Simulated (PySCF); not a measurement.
## Working with the constants of GaBr⁺

M06-2X constants of GaBr⁺, ²Σ⁺ (doublet), unpaired electrons σ ↑ (Ga def2-TZVPPD, Br def2-TZVPPD; no relativity (PySCF 2.14); masses 68.9256 and 78.9183 u):

| Item | Value |
| --- | --- |
| ωe | 292.9 cm⁻¹ |
| ωexe | 2.09 cm⁻¹ |
| Be | 0.089441 cm⁻¹ |
| αe | 0.000554 cm⁻¹ |
| De to Ga⁺ + Br | 0.79 eV |

Problem. What force constant and bond length do these constants imply?

Solution. Reduced mass μred = 36.792 u; k = 5.8918×10⁻⁷·μred·ωe² (u, cm⁻¹, mdyn/Å) = 1.86 mdyn/Å; Re = √(16.8576/(μred·Be)) (u, cm⁻¹, Å) = 2.263 Å.

Problem. Estimate the centrifugal constant D from the Kratzer relation and find the Dunham coefficient a1.

Solution. D = 4Be³/ωe² = 3.34e-08 cm⁻¹; a1 = −1 − αeωe/(6Be²) = -4.38.

Spin–orbit coupling is left out. For an ion De counts to the pair picked by the measured ionisation energies or electron affinities, which need not be the lowest pair at this level. The state was picked by a PBE0 search and need not be the measured ground state.
